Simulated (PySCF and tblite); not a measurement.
The numbers below are computed, except where a source is named.
System: C₆H₁₁FO, numbered as in [CH3:1][C:2]([CH3:3])([CH3:4])[C@:5]1([F:6])[CH2:7][O:8]1.

Two runs for the rotation about the C2–C5 bond (torsion C1–C2–C5–F6 from -179° to -300°, falling) on the same GFN2-xTB geometries. The first, PBE0/pcSseg-1 + D3(BJ), gave a barrier of 4.6 kcal/mol. The second was started with:

```json
{"job": {"kind": "nmr", "xc": "PBE0", "basis": "pcSseg-1", "grid": 0, "pop": false}, "charge": 0, "multiplicity": 1}
```

```
final grid: 15512 points
cycle   1  E = -409.6164610131  dE =  1.095e+00  |g| = 7.634e-01  |ddm| = 3.711e+00
cycle   2  E = -409.5129671886  dE =  1.035e-01  |g| = 1.106e+00  |ddm| = 1.214e+00
cycle   3  E = -409.7256502293  dE = -2.127e-01  |g| = 1.205e-01  |ddm| = 7.557e-01
cycle   4  E = -409.7282880238  dE = -2.638e-03  |g| = 4.420e-02  |ddm| = 1.156e-01
cycle   5  E = -409.7286423055  dE = -3.543e-04  |g| = 1.220e-02  |ddm| = 3.826e-02
cycle   6  E = -409.7286664904  dE = -2.418e-05  |g| = 3.768e-03  |ddm| = 1.203e-02
cycle   7  E = -409.7286690097  dE = -2.519e-06  |g| = 7.032e-04  |ddm| = 3.271e-03
cycle   8  E = -409.7286691151  dE = -1.054e-07  |g| = 1.648e-04  |ddm| = 8.480e-04
cycle   9  E = -409.7286691204  dE = -5.333e-09  |g| = 4.446e-05  |ddm| = 1.580e-04
cycle  10  E = -409.7286691208  dE = -4.344e-10  |g| = 1.254e-05  |ddm| = 5.998e-05
converged SCF energy = -409.7286691208

GIAO shielding tensors (ppm)
```

(1) What is wrong with the second run, and what did it give?

Answers

(1) Its fault: integration grid far too coarse. It ran through; the barrier from its energies is 5.2 kcal/mol, off by 0.6.
